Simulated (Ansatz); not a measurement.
```yaml
crystal:
  periodic: [false, false, false]
  atoms:
    - {symbol: B, position_ang: [-1.427201, 1.341241, -0.043449]}
    - {symbol: C, position_ang: [-0.329973, 0.322647, -0.432725]}
    - {symbol: N, position_ang: [0.381116, -0.359722, 0.411679]}
    - {symbol: C, position_ang: [1.413787, -1.326735, 0.115866]}
    - {symbol: H, position_ang: [-1.117802, 2.387952, -0.595342]}
    - {symbol: H, position_ang: [-1.536458, 1.427707, 1.166804]}
    - {symbol: H, position_ang: [-0.077908, 0.104263, -1.474276]}
    - {symbol: H, position_ang: [-2.441129, 0.956424, -0.610238]}
    - {symbol: H, position_ang: [0.174351, -0.182462, 1.388277]}
    - {symbol: H, position_ang: [1.523855, -1.409364, -0.964348]}
    - {symbol: H, position_ang: [1.148605, -2.304639, 0.523131]}
    - {symbol: H, position_ang: [2.365857, -1.012412, 0.548519]}
basis:
  gaussian: {orbitals: cc-pVTZ-DK}
hamiltonian: {xc: {name: HF}}
correlation: {method: mp2, frozen_orbitals: {B: 0}}
```

```sh
$ ansatz run in.yaml --threads 2 --pin off --events-out ev --progress --plain --max-ram 4352MiB
```

Output, abridged:

```
Functional definition: HF
Error: "frozen_orbitals" has no count for C
```

Q: Something in this input is off. What?

A: Frozen orbitals are typed for one element alone, and the program wants a count for each. The program refused the input.
